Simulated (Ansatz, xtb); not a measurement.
## CH3AlBrF: where a starting geometry ends

The starting geometry of this gas-phase singlet was built from a drawn formula by distance geometry and a force field; its bonds are those of `[F][AlH][CH2]Br`.

```tsv
atom	x (Å)	y (Å)	z (Å)
C	-0.0664	1.8637	1.6959
Al	0.9721	0.1924	1.5605
Br	-1.5049	1.6492	3.0338
F	0.1677	-1.3761	1.0515
H	2.5443	0.2309	1.8608
H	0.5718	2.7101	1.9806
H	-0.5524	2.1402	0.7094
```

**Question.** Predict what becomes of its bonds when it is optimised with r2SCAN-D4/def2-SVP.

**Answer.** A new bond forms, giving a structure with Br3 bridging Al2 and C1, given below by its coordinates. Contacts that close: Al2–Br3 (3.23 → 2.63 Å).

The energy falls by 0.58 eV over 11 steps:

```tsv
step	E − E(last) (eV)
1	0.580
2	0.270
3	0.168
4	0.130
5	0.076
7	0.012
8	0.007
9	0.001
10	0.000
11	0.000
```

Final geometry (Å):

```xyz
7

C    -0.0035    1.9389    1.4530
Al    0.8953    0.2120    1.6272
Br   -0.8959    1.3332    3.1875
F     0.2292   -1.0690    0.7889
H     2.2618    0.0123    2.3790
H     0.4793    2.8919    1.7063
H    -0.8339    2.0911    0.7505
```

From the same start GFN2-xTB reaches the same bonding as this run.

The end wasn't checked by frequencies. Run with Ansatz 0.2.0, 28 s on 2 threads of Intel(R) Xeon(R) Platinum 8259CL CPU @ 2.50GHz (Skylake/Cascade Lake) (shared host).
